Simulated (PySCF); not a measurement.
H3N, charge +1, doublet, geometry from GFN2-xTB (a state made from the parent by changing its charge; the spin is typed, not shown lowest). Base run: PySCF with PBE0/6-31G.

The PySCF input:
```python
from pyscf import gto, scf, dft

mol = gto.Mole()
mol.atom = '''
    N     0.000000   -0.000000    0.000000
    H     0.015026    1.027722   -0.019448
    H     0.882651   -0.526736    0.017100
    H    -0.897677   -0.500986    0.002349
'''
mol.basis = '6-31g'
mol.charge = 1
mol.spin = 1
mol.verbose = 5
mol.build()

mf = dft.UKS(mol)
mf.xc = 'pbe0'
mf.kernel()
mo_i, mo_e, stable_i, stable_e = mf.stability(internal=True, external=False, return_status=True, nroots=6, tol=1e-6)
print('internally stable:', stable_i, ' externally stable:', stable_e)
if not stable_i:
    umf = mf.copy()
    umf.scf_summary = {}
    umf.kernel(umf.make_rdm1(mo_i, mf.mo_occ))
mf.analyze()
```

The bond that is stretched is that between atoms 2 and 1. A test that says stable can miss a lower solution.

The base run was repeated with changes; each row names its change, and settings that it needs were set with it.

| change | ΔE vs base (mEh) | <S^2> | stability test says |
|---|---|---|---|
| base | 0.000 | 0.753 | internally stable (external not tested) |
| bond × 1.25 | 32.074 | 0.755 | internally stable (external not tested) |
| bond × 1.5 | 82.572 | 0.764 | internally stable (external not tested) |
| bond × 1.8 | 135.0 | 0.857 | internally stable (external not tested) |
| bond × 2.2 | 192.3 | 0.821 | internal instability |
| bond × 3.0 | 205.4 | 1.421 | internally stable (external not tested) |

On stretching, the SCF can end on different states; <S^2> shows the spin contamination of each.
